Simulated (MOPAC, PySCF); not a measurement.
C$_{4}$H$_{4}$O$_{2}$, SMILES `O=C1C=COC1`, neutral singlet in the gas phase. 

Cartesian coordinates (Å):
SMILES: O=C1C=COC1
```xyz
10

O     -1.6247     1.5401    -0.0499
C     -0.7175     0.7438    -0.0304
C      0.7150     0.9356    -0.1907
C      1.2834    -0.2764    -0.0845
O      0.4511    -1.3024     0.1292
C     -0.8700    -0.7596     0.1821
H      1.2166     1.8740    -0.3616
H      2.3279    -0.5544    -0.1463
H     -1.3080    -0.9843     1.1562
H     -1.4738    -1.2163    -0.6040
```
Charge 0, spin multiplicity 1.

All levels are single points at this geometry (PBE0-D3(BJ)/def2-TZVP); Pople sets use spherical d functions. Orbital energies aren't observables, and empty levels follow the basis.

HF/STO-3G in PySCF gives HOMO (eV) = -7.36.

Question: Estimate the HOMO (eV) from each of these levels: PBE-D3(BJ)/def2-TZVP in PySCF; PBE0-D3(BJ)/def2-TZVP in PySCF; B3LYP/6-31G* in PySCF; HF/3-21G in PySCF; PM6 in MOPAC.

Answer: 
| level | HOMO (eV) |
|---|---|
| PBE-D3(BJ)/def2-TZVP in PySCF | -5.65 |
| PBE0-D3(BJ)/def2-TZVP in PySCF | -7.28 |
| B3LYP/6-31G* in PySCF | -6.65 |
| HF/3-21G in PySCF | -9.84 |
| PM6 in MOPAC | -10.24 |
